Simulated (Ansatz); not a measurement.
A relaxation, step by step

BF$_{4}$ (charge -1), closed shell, PBE0-D4/def2-TZVPD (Ansatz 0.2.0). Settings:

```yaml
hamiltonian: {xc: pbe0, dispersion: d4}
relax: {f_tol: 0.005, max_steps: 200}
```

Start:

```
5
angstrom
F -0.0724 0.1107 -1.4188
F 0.5907 1.1795 0.5389
B 0.0000 -0.0000 -0.0000
F -1.3124 -0.1595 0.5316
F 0.7942 -1.1307 0.3482
```

| step | energy less the last (meV) | largest force component (eV/Å) |
| --- | --- | --- |
| 1 | 28.8 | 0.732 |
| 2 | 5.1 | 0.314 |
| 3 | 0.0 | 0.011 |
| 4 | 0.0 | 0.009 |
| 5 | 0.0 | 0.000 |

Step 2, positions (Å) and forces (eV/Å):

```
atom       x       y       z      Fx      Fy      Fz
  F1  -0.072   0.110  -1.408   0.016  -0.024   0.314
  F2   0.586   1.170   0.535  -0.131  -0.261  -0.119
  B3   0.000   0.000   0.000   0.000   0.000   0.000
  F4  -1.302  -0.158   0.527   0.290   0.035  -0.118
  F5   0.788  -1.122   0.345  -0.176   0.250  -0.077
```

Step 3, positions (Å) and forces (eV/Å):

| atom | x | y | z | Fx | Fy | Fz |
| --- | --- | --- | --- | --- | --- | --- |
| F1 | -0.071 | 0.109 | -1.399 | -0.001 | 0.001 | -0.011 |
| F2 | 0.583 | 1.163 | 0.532 | 0.005 | 0.009 | 0.004 |
| B3 | 0.000 | 0.000 | 0.000 | 0.000 | 0.000 | 0.000 |
| F4 | -1.294 | -0.157 | 0.524 | -0.011 | -0.001 | 0.004 |
| F5 | 0.783 | -1.115 | 0.343 | 0.006 | -0.009 | 0.003 |

Step 4, positions (Å) and forces (eV/Å):

| atom | x | y | z | Fx | Fy | Fz |
| --- | --- | --- | --- | --- | --- | --- |
| F1 | -0.071 | 0.109 | -1.400 | 0.000 | -0.001 | 0.009 |
| F2 | 0.583 | 1.164 | 0.532 | -0.004 | -0.007 | -0.003 |
| B3 | 0.000 | 0.000 | 0.000 | 0.000 | 0.000 | 0.000 |
| F4 | -1.295 | -0.157 | 0.525 | 0.008 | 0.001 | -0.003 |
| F5 | 0.784 | -1.116 | 0.344 | -0.005 | 0.007 | -0.002 |

Last step (5):

```xyz
5
angstrom
F -0.0715 0.1092 -1.3997
F 0.5827 1.1636 0.5317
B 0.0000 -0.0000 -0.0000
F -1.2948 -0.1574 0.5244
F 0.7835 -1.1155 0.3435
```

Hardware: 4 CPU threads of an Arm Neoverse V1, shared host. Wall time about 13 s.
